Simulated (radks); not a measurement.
Results of a calculation; reference values are marked as such.
Effect of the nuclear size on the promethium ion Pm3+, [Xe] 4f4. Level of theory: Dirac Kohn-Sham, exchange-only LDA, spin-unpolarised, spherical densities, finite nucleus; open shells are shared between the two j in proportion to 2j + 1; Fermi nuclear charge, rms radius 4.962 fm (a radial shooting solver on a logarithmic mesh with Libxc functionals). The rms radius is varied about that value; shifts are against it.

| rms radius (fm) | total energy shift (eV) | density at nucleus (e/bohr^3) | 1s1/2 shift (meV) | 2s1/2 shift (meV) | 4p1/2 shift (meV) | 5s1/2 shift (meV) | 5p1/2 shift (meV) | 4f7/2 shift (meV) | 6s1/2 (empty) shift (meV) |
|---|---|---|---|---|---|---|---|---|---|
| 4.0837 | -4.73 | 5.132e+05 | -1960 | -246 | 0.456 | -2.05 | 0.123 | 0.337 | -0.399 |
| 4.5154 | -2.49 | 5.015e+05 | -1030 | -130 | 0.241 | -1.08 | 0.065 | 0.178 | -0.210 |
| 4.962 | 0 | 4.907e+05 | 0.000 | 0.000 | 0.000 | 0.000 | 0.000 | 0.000 | 0.000 |
| 5.3987 | 2.61 | 4.813e+05 | 1080 | 136 | -0.252 | 1.13 | -0.068 | -0.186 | 0.220 |
| 5.8998 | 5.82 | 4.715e+05 | 2410 | 302 | -0.560 | 2.52 | -0.151 | -0.415 | 0.491 |

Slopes of the eigenvalues against <r^2> in GHz/fm^2, as finite differences over the two radii next to the reference (eigenvalue slopes, not the field-shift constants of lines): 1s1/2 58400, 2s1/2 7320, 4p1/2 -13.6, 5s1/2 61.1, 5p1/2 -3.67, 4f7/2 -10.0, 6s1/2 (empty) 11.9.
